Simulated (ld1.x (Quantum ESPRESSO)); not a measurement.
## B (Z = 5): one change to an RRKJ potential, before and after

| Item | Value |
| --- | --- |
| Element | B (Z = 5) |
| Generator | ld1.x (Quantum ESPRESSO) 7.5 |
| Type | norm-conserving RRKJ (Kleinman–Bylander form) |
| Functional | LDA (PZ) |
| Relativity | non-relativistic |
| Frozen core | [He] |
| Valence charge | 3 |
| Reference configuration | 2s2 2p1 |
| Partial waves | 2s (bound): rc 1.20 bohr; 2p (bound): rc 2.35 bohr; 3d channel at 0.25 Ry: rc 2.00 bohr |
| Local potential | all-electron potential smoothed inside 1.20 bohr (lloc = -1) |
| Core correction | Bessel-smoothed model core inside 0.55 bohr |
| rho0 | 0.001 |

Change: all radii but the core radius scaled by about 1.07 (s 1.28, p 2.52, d 2.14 bohr); local potential all-electron potential smoothed inside 1.28 bohr (lloc = -1).

Cutoffs: the cutoffs (Ry, on a coarse ladder) from which the occupation-weighted sum of valence levels, in a spherical-Bessel basis at the reference potential, stays within 10 and 1 mRy of its value at 400 Ry; they do not see the model core or the augmentation charge, which bear on the density cutoff. Errors are all-electron minus pseudo energies relative to the spin-unpolarised reference configuration.

Problem. How do hardness, ghosts and transferability respond?

Solution. The potential gets neither clearly harder nor softer (40 Ry and 80 Ry → 40 Ry and 70 Ry); of the 9 tests that both files solve, the error grows in 7 and shrinks in 0 by more than 15 % and 0.3 meV (median size 7.0 → 13.5 meV); neither file shows a bound ghost. More of the atom is replaced by a form fitted at one configuration, so other configurations suffer.

| quantity | base | changed |
| --- | --- | --- |
| cutoff, loose | 40 Ry | 40 Ry |
| cutoff, tight | 80 Ry | 70 Ry |
| bound ghosts | none | none |
| error for 2s2 2p0, meV [ΔE 8.33 eV] | +40 | +49 |
| error for 2s1 2p0, meV [ΔE 33.63 eV] | +144 | +171 |
| error for 2s2 2p0.5, meV [ΔE 2.94 eV] | +5.4 | +6.7 |
| error for 2s2 2p1.3, meV [ΔE -0.77 eV] | +0.4 | +0.6 |
| error for 2s1 2p2, meV [ΔE 5.68 eV] | -2.1 | -3.7 |
| error for 2s1 2p1, meV [ΔE 14.28 eV] | -14 | -19 |
| error for 2s0 2p3, meV [ΔE 11.39 eV] | -7.0 | -14 |
| error for 2s2 2p1 (spin-polarised), meV [ΔE -0.24 eV] | +6.0 | +5.9 |
| error for 2s1 2p0 (spin-polarised), meV [ΔE 32.90 eV] | +146 | +175 |
